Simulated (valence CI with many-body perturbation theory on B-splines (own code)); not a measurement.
Results of a calculation; reference values are marked as such.
## Level structure of N

Level of theory: relativistic CI+MBPT: five valence electrons over a frozen Dirac-Fock core [He], radial functions for each j: 9 s, 9 p, 8 d, 6 f, 3 g, 1 h, with the one-electron correlation potential Σ1 (screened to all orders), the two-electron term Σ2, the three-electron term Σ3, Breit, model QED; selected single and double excitations, second order for the rest, scaled by the run's own slope (own B-spline code, finite nucleus).

Set against measurement, 40 paired levels are off by 140 cm⁻¹ on average, the worst by 295. These come from a selection out of the NIST Handbook of Basic Atomic Spectroscopic Data. Levels without a partner in it may be off by more. Among the levels kept, up to 3700 cm⁻¹ of a level comes from second order outside the variational space, and about a tenth of that is noise between levels of different J, which matters for small intervals.

Levels 1 to 45 of 63, with energies above the lowest level, 2s²2p³ ⁴S°_3/2. "Leading %" is the weight of the configuration and term that name the level; weights of strongly mixed levels are sums over their largest components and can fall short, so below about 35 % the name and the second component can differ from the true leading terms, or belong to a minority configuration. In the jj column 3d3/2^4 stands for four electrons in 3d with j = 3/2.

| No. | Configuration | Term | J | E (eV) | Leading % | Leading jj | g |
| --- | --- | --- | --- | --- | --- | --- | --- |
| 1 | 2s²2p³ | ⁴S° | 3/2 | 0.000 | 96 | 2s^2 2p1/2 2p3/2^2 (53 %) | 2.002 |
| 2 | 2s²2p³ | ²D° | 5/2 | 2.406 | 96 | 2s^2 2p1/2 2p3/2^2 (96 %) | 1.200 |
| 3 | 2s²2p³ | ²D° | 3/2 | 2.407 | 96 | 2s^2 2p1/2 2p3/2^2 (43 %) | 0.800 |
| 4 | 2s²2p³ | ²P° | 3/2 | 3.610 | 93 | 2s^2 2p3/2^3 (47 %) | 1.334 |
| 5 | 2s²2p³ | ²P° | 1/2 | 3.612 | 93 | 2s^2 2p1/2 2p3/2^2 (93 %) | 0.666 |
| 6 | 2s²2p²3s | ⁴P | 1/2 | 10.307 | 80 | 2s^2 2p1/2^2 3s (36 %) | 2.670 |
| 7 | 2s²2p²3s | ⁴P | 3/2 | 10.313 | 79 | 2s^2 2p1/2 2p3/2 3s (71 %) | 1.735 |
| 8 | 2s²2p²3s | ⁴P | 5/2 | 10.319 | 79 | 2s^2 2p3/2^2 3s (52 %) | 1.601 |
| 9 | 2s²2p²3s | ²P | 1/2 | 10.660 | 90 | 2s^2 2p1/2 2p3/2 3s (60 %) | 0.666 |
| 10 | 2s²2p²3s | ²P | 3/2 | 10.672 | 90 | 2s^2 2p3/2^2 3s (50 %) | 1.334 |
| 11 | 2s2p⁴ | ⁴P | 3/2 | 10.943 | 79 | 2s 2p1/2 2p3/2^3 (70 %) | 1.735 |
| 12 | 2s2p⁴ | ⁴P | 5/2 | 10.944 | 79 | 2s 2p1/2^2 2p3/2^2 (52 %) | 1.601 |
| 13 | 2s2p⁴ | ⁴P | 1/2 | 10.948 | 80 | 2s 2p3/2^4 (35 %) | 2.670 |
| 14 | 2s²2p²3p | ²S° | 1/2 | 11.589 | 90 | 2s^2 2p3/2^2 3p3/2 (32 %) | 2.002 |
| 15 | 2s²2p²3p | ⁴D° | 1/2 | 11.733 | 91 | 2s^2 2p1/2^2 3p1/2 (35 %) | -0.001 |
| 16 | 2s²2p²3p | ⁴D° | 3/2 | 11.740 | 91 | 2s^2 2p1/2 2p3/2 3p1/2 (53 %) | 1.201 |
| 17 | 2s²2p²3p | ⁴D° | 5/2 | 11.741 | 91 | 2s^2 2p1/2 2p3/2 3p3/2 (57 %) | 1.373 |
| 18 | 2s²2p²3p | ⁴D° | 7/2 | 11.744 | 91 | 2s^2 2p3/2^2 3p3/2 (60 %) | 1.429 |
| 19 | 2s²2p²3p | ⁴P° | 1/2 | 11.819 | 91 | 2s^2 2p1/2 2p3/2 3p1/2 (45 %) | 2.669 |
| 20 | 2s²2p²3p | ⁴P° | 3/2 | 11.824 | 91 | 2s^2 2p3/2^2 3p1/2 (26 %) | 1.734 |
| 21 | 2s²2p²3p | ⁴P° | 5/2 | 11.825 | 91 | 2s^2 2p1/2 2p3/2 3p3/2 (38 %) | 1.601 |
| 22 | 2s²2p²3p | ⁴S° | 3/2 | 11.982 | 89 | 2s^2 2p1/2 2p3/2 3p3/2 (30 %) | 2.000 |
| 23 | 2s²2p²3p | ²D° | 3/2 | 11.989 | 90 | 2s^2 2p1/2 2p3/2 3p3/2 (47 %) | 0.801 |
| 24 | 2s²2p²3p | ²D° | 5/2 | 11.996 | 90 | 2s^2 2p3/2^2 3p3/2 (30 %) | 1.201 |
| 25 | 2s²2p²3p | ²P° | 1/2 | 12.113 | 88 | 2s^2 2p1/2 2p3/2 3p3/2 (48 %) | 0.666 |
| 26 | 2s²2p²3p | ²P° | 3/2 | 12.118 | 89 | 2s^2 2p3/2^2 3p3/2 (30 %) | 1.334 |
| 27 | 2s²2p²3s | ²D | 5/2 | 12.354 | 91 | 2s^2 2p1/2 2p3/2 3s (60 %) | 1.200 |
| 28 | 2s²2p²3s | ²D | 3/2 | 12.355 | 91 | 2s^2 2p1/2 2p3/2 3s (60 %) | 0.799 |
| 29 | 2s²2p²4s | ⁴P | 1/2 | 12.824 | 90 | 2s^2 2p1/2^2 4s (43 %) | 2.667 |
| 30 | 2s²2p²4s | ⁴P | 3/2 | 12.834 | 90 | 2s^2 2p1/2 2p3/2 4s (82 %) | 1.734 |
| 31 | 2s²2p²4s | ⁴P | 5/2 | 12.842 | 90 | 2s^2 2p3/2^2 4s (59 %) | 1.601 |
| 32 | 2s²2p²4s | ²P | 1/2 | 12.891 | 87 | 2s^2 2p1/2 2p3/2 4s (62 %) | 0.670 |
| 33 | 2s²2p²4s | ²P | 3/2 | 12.905 | 84 | 2s^2 2p3/2^2 4s (49 %) | 1.335 |
| 34 | 2s²2p²3d | ²P | 3/2 | 12.956 | 82 | 2s^2 2p1/2 2p3/2 3d3/2 (22 %) | 1.318 |
| 35 | 2s²2p²3d | ⁴F | 3/2 | 12.962 | 89 | 2s^2 2p1/2 2p3/2 3d3/2 (43 %) | 0.419 |
| 36 | 2s²2p²3d | ⁴F | 7/2 | 12.962 | 86 | 2s^2 2p1/2 2p3/2 3d5/2 (66 %) | 1.239 |
| 37 | 2s²2p²3d | ²P | 1/2 | 12.962 | 85 | 2s^2 2p3/2^2 3d5/2 (38 %) | 0.672 |
| 38 | 2s²2p²3d | ⁴F | 5/2 | 12.963 | 83 | 2s^2 2p1/2 2p3/2 3d3/2 (34 %) | 1.026 |
| 39 | 2s²2p²3d | ⁴F | 9/2 | 12.967 | 91 | 2s^2 2p3/2^2 3d5/2 (60 %) | 1.334 |
| 40 | 2s²2p²3d | ⁴P | 5/2 | 12.978 | 62 | 2s^2 2p1/2^2 3d5/2 (25 %) | 1.405 |
| 41 | 2s²2p²3d | ²F | 5/2 | 12.979 | 65 | 2s^2 2p1/2 2p3/2 3d5/2 (63 %) | 1.048 |
| 42 | 2s²2p²3d | ²F | 7/2 | 12.982 | 87 | 2s^2 2p3/2^2 3d3/2 (44 %) | 1.149 |
| 43 | 2s²2p²3d | ⁴P | 3/2 | 12.985 | 83 | 2s^2 2p1/2 2p3/2 3d5/2 (33 %) | 1.697 |
| 44 | 2s²2p²3d | ⁴P | 1/2 | 12.988 | 86 | 2s^2 2p3/2^2 3d3/2 (39 %) | 2.594 |
| 45 | 2s²2p²3d | ⁴D | 7/2 | 12.998 | 88 | 2s^2 2p3/2^2 3d5/2 (45 %) | 1.423 |

Names give the largest LS component (configuration and term), which can be under half, so a name can repeat, a term be missing and a line seem to break the LS rules; names also repeat where a configuration has a term twice.

Where two levels of one J and parity lie close, their mixing, g and order are uncertain.

The ionisation energy to 2s²2p² ³P0 of the next ion comes out as 14.5 eV (NIST: 14.5341 eV (measured)). All 63 levels together are meant to be complete up to 13.391 eV.
